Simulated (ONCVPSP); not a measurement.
## Sc, ONCV: configuration errors across variants

```
Element                 : Sc (Z = 21)
Generator               : ONCVPSP 4.0.1
Type                    : optimised norm-conserving Vanderbilt (ONCV)
Functional              : PBEsol
Relativity              : scalar-relativistic
Frozen core             : [Ne]
Valence charge          : 11
Reference configuration : 3s2 3p6 3d1 4s2
Partial waves           : 3s+4s: rc 1.95 bohr, ncon 4, nbas 7, qcut 6.6 1/bohr, 2 projectors; 3p: rc 1.30 bohr, ncon 4, nbas 7, qcut 11 1/bohr, 2 projectors, debl 0.6 Ha; 3d: rc 2.05 bohr, ncon 4, nbas 8, qcut 7.5 1/bohr, 2 projectors, debl 1.9 Ha
Local potential         : polynomial inside 1.00 bohr (lpopt 5, dvloc0 1 Ha)
Core correction         : none
```

In the p channel the program set the typed energies aside and used -1.233, 0.250 Ha.

All-electron excitation energies from the reference (eV): (1) 3s2 3p6 3d1 4s1 6.904; (2) 3s2 3p6 3d1 4s0 19.555; (3) 3s2 3p6 3d1 4s0 4p2 5.684.

2 further variants failed, have other tests or too few solved ones, and are left out.

Errors AE − PS in meV (a dash: test not solved or not reliable):

```json
{"change": "base", "(1)": "-0.4", "(2)": "-2.1", "(3)": "-0.4", "bound ghosts": "none", "GHOST(+) flags above zero": "none"}
{"change": "d: qcut 4.7", "(1)": "-0.1", "(2)": "-1.4", "(3)": "-0.1", "bound ghosts": "none", "GHOST(+) flags above zero": "none"}
{"change": "d: qcut 5.4", "(1)": "-0.2", "(2)": "-1.8", "(3)": "-0.3", "bound ghosts": "none", "GHOST(+) flags above zero": "none"}
{"change": "d: qcut 6.7", "(1)": "-0.4", "(2)": "-2.0", "(3)": "-0.4", "bound ghosts": "none", "GHOST(+) flags above zero": "none"}
{"change": "d: qcut 7.6", "(1)": "-0.4", "(2)": "-2.1", "(3)": "-0.4", "bound ghosts": "none", "GHOST(+) flags above zero": "none"}
{"change": "d: qcut 8.1", "(1)": "-0.4", "(2)": "-2.1", "(3)": "-0.4", "bound ghosts": "none", "GHOST(+) flags above zero": "none"}
{"change": "d: qcut 9.2", "(1)": "-0.4", "(2)": "-2.1", "(3)": "-0.4", "bound ghosts": "none", "GHOST(+) flags above zero": "none"}
{"change": "d: qcut 9.7", "(1)": "-0.4", "(2)": "-2.0", "(3)": "-0.5", "bound ghosts": "none", "GHOST(+) flags above zero": "none"}
```

(1) Give the same row for: d: qcut 5.8.

Answers

(1) -0.3, -1.9, -0.3; bound ghosts: none; GHOST(+) flags above zero: none.
